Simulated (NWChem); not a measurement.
All runs are NWChem calculations. System: H$_{6}$PSi$_{2}$, charge 0, spin multiplicity 2, at a geometry optimised with UPBE0/def2-SVP. The structure started from a generated list of species. Its SCF solution wasn't tested for a lower state. Level: UCCSD(T)/cc-pVDZ, 15 core orbitals frozen.

The NWChem input:

```
start mol
memory heap 100 mb stack 700 mb global 1900 mb
geometry units angstroms nocenter noautoz
  Si    -0.022579     1.661098     0.427292
  P      0.000000     0.000000    -1.106722
  Si     0.022579    -1.661098     0.427292
  H      0.272956     2.961551    -0.243845
  H     -1.380273     1.732996     1.053765
  H      0.986830     1.427915     1.508410
  H      1.380273    -1.732996     1.053765
  H     -0.272956    -2.961551    -0.243845
  H     -0.986830    -1.427915     1.508410
  symmetry group C2
end
basis spherical
  * library cc-pvdz
end
scf
  uhf
  nopen 1
  maxiter 100
  thresh 1e-7
  semidirect memsize 60000000 filesize 0
  # guess.movecs holds the orbitals of an unrestricted PBE0 run
  vectors input guess.movecs output mol.movecs
end
tce
  freeze core 15
  ccsd(t)
  thresh 1e-6
  maxiter 100
  tilesize 24
end
task tce energy
```

Output (cleaned and shortened):

```
             Northwest Computational Chemistry Package (NWChem) 7.3.0
             --------------------------------------------------------

                                NWChem Input Module
                                -------------------

 Scaling coordinates for geometry "geometry" by  1.889725989
 (inverse scale =  0.529177249)

 Turning off AUTOSYM since
 SYMMETRY directive was detected!

                             Geometry "geometry" -> ""
                             -------------------------

 Output coordinates in angstroms (scale by  1.889725989 to convert to a.u.)

  No.       Tag          Charge          X              Y              Z
 ---- ---------------- ---------- -------------- -------------- --------------
    1 Si                  14.0000    -0.02257900     1.66109800     0.42729200
    2 P                   15.0000     0.00000000     0.00000000    -1.10672200
    3 Si                  14.0000     0.02257900    -1.66109800     0.42729200
    4 H                    1.0000     0.27295600     2.96155100    -0.24384500
    5 H                    1.0000    -1.38027300     1.73299600     1.05376500
    6 H                    1.0000     0.98683000     1.42791500     1.50841000
    7 H                    1.0000     1.38027300    -1.73299600     1.05376500
    8 H                    1.0000    -0.27295600    -2.96155100    -0.24384500
    9 H                    1.0000    -0.98683000    -1.42791500     1.50841000

 Effective nuclear repulsion energy (a.u.)     188.4506444385

            Nuclear Dipole moment (a.u.)
            ----------------------------
        X                 Y               Z
 ---------------- ---------------- ----------------
     0.0000000000    -0.0000000000     0.0000113384

      Symmetry information
      --------------------

 Group name             C2
 Group number              4
 Group order               2
 No. of unique centers     5

      Symmetry unique atoms

     1    2    4    5    6


 Summary of "ao basis" -> "" (spherical)
 ------------------------------------------------------------------------------
       Tag                 Description            Shells   Functions and Types
 ---------------- ------------------------------  ------  ---------------------
 *                          cc-pvdz                   on all atoms

 Summary of "ao basis" -> "ao basis" (spherical)
 ------------------------------------------------------------------------------
       Tag                 Description            Shells   Functions and Types
 ---------------- ------------------------------  ------  ---------------------
 Si                         cc-pvdz                  8       18   4s3p1d
 P                          cc-pvdz                  8       18   4s3p1d
 H                          cc-pvdz                  3        5   2s1p

                                 NWChem SCF Module
                                 -----------------

  ao basis        = "ao basis"
  functions       =    84
  atoms           =     9
  alpha electrons =    25
  beta  electrons =    24
  charge          =   0.00
  wavefunction    = UHF
  use symmetry    = T
  symmetry adapt  = T

 Summary of "ao basis" -> "ao basis" (spherical)
 ------------------------------------------------------------------------------
       Tag                 Description            Shells   Functions and Types
 ---------------- ------------------------------  ------  ---------------------
 Si                         cc-pvdz                  8       18   4s3p1d
[...]
    2 P   15     7.09   1.00  1.01  0.44  0.42  3.00  0.61  0.57  0.04
    3 Si  14     6.84   1.00  1.01  0.37  0.21  3.00  0.75  0.38  0.12
    4 H    1     0.55   0.36  0.18  0.01
    5 H    1     0.53   0.35  0.17  0.01
    6 H    1     0.54   0.36  0.18  0.01
    7 H    1     0.53   0.35  0.17  0.01
    8 H    1     0.55   0.36  0.18  0.01
    9 H    1     0.54   0.36  0.18  0.01

   Mulliken analysis of the spin density
   -------------------------------------

    Atom       Charge   Shell Charges
 -----------   ------   -------------------------------------------------------
    1 Si  14    -0.06   0.00 -0.00 -0.01 -0.01 -0.00 -0.03 -0.02  0.02
    2 P   15     1.05  -0.00  0.00 -0.00  0.06 -0.00  0.47  0.52  0.00
    3 Si  14    -0.06   0.00 -0.00 -0.01 -0.01 -0.00 -0.03 -0.02  0.02
    4 H    1    -0.00  -0.00 -0.00 -0.00
    5 H    1     0.02   0.02  0.01 -0.00
    6 H    1     0.01   0.01  0.01 -0.00
    7 H    1     0.02   0.02  0.01 -0.00
    8 H    1    -0.00  -0.00 -0.00 -0.00
    9 H    1     0.01   0.01  0.01 -0.00

       Multipole analysis of the density wrt the origin
       ------------------------------------------------

     L   x y z        total         alpha         beta         nuclear
     -   - - -        -----         -----         ----         -------
     0   0 0 0     -0.000000    -25.000000    -24.000000     49.000000

     1   1 0 0     -0.000000      0.000000     -0.000000      0.000000
     1   0 1 0     -0.000000      0.000000     -0.000000     -0.000000
     1   0 0 1      0.275301      1.046335     -0.771045      0.000011

     2   2 0 0    -33.242241    -29.285043    -25.102393     21.145196
     2   1 1 0      0.033572      2.619478      2.410786     -4.996691
     2   1 0 1     -0.000000     -0.000000     -0.000000      0.000000
     2   0 2 0    -33.304929   -204.541099   -203.314573    374.550742
     2   0 1 1     -0.000000      0.000000     -0.000000      0.000000
     2   0 0 2    -35.596184    -74.612307    -69.455185    108.471307

                   NWChem Extensible Many-Electron Theory Module
                   ---------------------------------------------


            General Information
            -------------------
      Number of processors :     1
         Wavefunction type : Unrestricted Hartree-Fock
          No. of electrons :    49
           Alpha electrons :    25
            Beta electrons :    24
           No. of orbitals :   168
            Alpha orbitals :    84
             Beta orbitals :    84
        Alpha frozen cores :    15
         Beta frozen cores :    15
     Alpha frozen virtuals :     0
      Beta frozen virtuals :     0
         Spin multiplicity : doublet
    Number of AO functions :    84
       Number of AO shells :    42
        Use of symmetry is : on
      Symmetry adaption is : on
         Schwarz screening : 0.10D-09

          Correlation Information
          -----------------------
          Calculation type : Coupled-cluster singles & doubles w/ perturbation
   Perturbative correction : (T)
            Max iterations :      100
        Residual threshold : 0.10D-05
     T(0) DIIS level shift : 0.00D+00
     L(0) DIIS level shift : 0.00D+00
     T(1) DIIS level shift : 0.00D+00
     L(1) DIIS level shift : 0.00D+00
     T(R) DIIS level shift : 0.00D+00
     T(I) DIIS level shift : 0.00D+00
   CC-T/L Amplitude update :  5-th order DIIS
                I/O scheme : Global Array Library
        L-threshold :  0.10D-05
        EOM-threshold :  0.10D-05
 no EOMCCSD initial starts read in
 TCE RESTART OPTIONS
 SLICE:      F
 D4D5:       F
 quantumc:   F
 qrotation:  F
 pwtce:      F
 qducc:      F
 nacto:                         0
 nrotv:                         0
 nrot:                          0

            Memory Information
            ------------------
          Available GA space size is     249022688 doubles
          Available MA space size is     104844596 doubles

 Maximum block size supplied by input
 Maximum block size        24 doubles

 tile_dim =     15

 -------------------------------------------------

 Global array virtual files algorithm will be used

 Parallel file system coherency ......... OK


 half-transformed integrals in memory

 2-e (intermediate) file size =        73756368
 2-e (intermediate) file name = ./mol.v2i

 2-e integrals stored in memory



CCSD iterations
 ---------------------------------------------------------
 Iter          Residuum       Correlation     Cpu    Wall
 ---------------------------------------------------------
    1   0.1666918459687  -0.3058145906943     0.2     0.2
    2   0.0477833272655  -0.3539818037481     0.2     0.2
    3   0.0171881672076  -0.3647310484470     0.2     0.2
    4   0.0071218193747  -0.3679362049601     0.2     0.2
    5   0.0033563354102  -0.3690409242453     0.2     0.2
    6   0.0008922932030  -0.3698337116154     0.2     0.2
    7   0.0004540776163  -0.3697896820510     0.2     0.2
    8   0.0002870635637  -0.3697940883069     0.2     0.2
    9   0.0001848173726  -0.3697956849490     0.2     0.2
   10   0.0001221813164  -0.3697976926471     0.2     0.2
   11   0.0000186349791  -0.3698018652117     0.2     0.2
   12   0.0000087709647  -0.3698026721784     0.2     0.2
   13   0.0000047391929  -0.3698030639290     0.2     0.2
   14   0.0000029009085  -0.3698032059088     0.2     0.2
   15   0.0000018208438  -0.3698032531282     0.2     0.2
   16   0.0000005160639  -0.3698033099695     0.2     0.2
 -----------------------------------------------------------------
 Iterations converged
 CCSD correlation energy / hartree =        -0.369803309969468
 CCSD total energy / hartree       =      -922.449515807625630

 Singles contributions

 Doubles contributions
 CCSD(T)
 Using plain CCSD(T) code
             total no. of tasks          320
 total no. of tasks / no. procs          320
                         wl_min       216000           7.7
                         wl_max       421875           8.7
        thresh for no. of tasks          320

 CCSD[T]  correction energy / hartree =        -0.010653075109303
 CCSD[T] correlation energy / hartree =        -0.380456385078771
 CCSD[T] total energy / hartree       =      -922.460168882734934
 CCSD(T)  correction energy / hartree =        -0.010380328069116
 CCSD(T) correlation energy / hartree =        -0.380183638038584
 CCSD(T) total energy / hartree       =      -922.459896135694748

 Task  times  cpu:       35.7s     wall:       35.7s

 Total times  cpu:       35.8s     wall:       35.8s
```
